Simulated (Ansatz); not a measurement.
Diatomic Be2, multiplicity 3 (not the ground state: that is measured with 2S+1 = 1).

Constants: fifth-degree fit in 1/R to seven points, most abundant isotopes. In def2 and cc sets the state is the lowest found near the PBE0 minimum, followed along R.

Codes used: Ansatz (Gaussian basis) for Hartree–Fock, density functionals and correlated methods. 

```json
[
 {"level": "PBE0/def2-TZVPP", "r_e (Å)": "2.152", "ω_e (cm⁻¹)": "613", "B_e (cm⁻¹)": "0.808", "ω_e x_e (cm⁻¹)": "4.1"},
 {"level": "wB97X-V/def2-TZVPP", "r_e (Å)": "2.151", "ω_e (cm⁻¹)": "626", "B_e (cm⁻¹)": "0.809", "ω_e x_e (cm⁻¹)": "3.7"},
 {"level": "CCSD/def2-TZVPP", "r_e (Å)": "2.166", "ω_e (cm⁻¹)": "608", "B_e (cm⁻¹)": "0.798", "ω_e x_e (cm⁻¹)": "4.3"},
 {"level": "CCSD(T)/def2-TZVPP", "r_e (Å)": "2.168", "ω_e (cm⁻¹)": "603", "B_e (cm⁻¹)": "0.796", "ω_e x_e (cm⁻¹)": "4.4"}
]
```

Correlated levels freeze the inner cores; with def2 sets outer-core shells near the valence are correlated too.

Ansatz is an electronic-structure program.
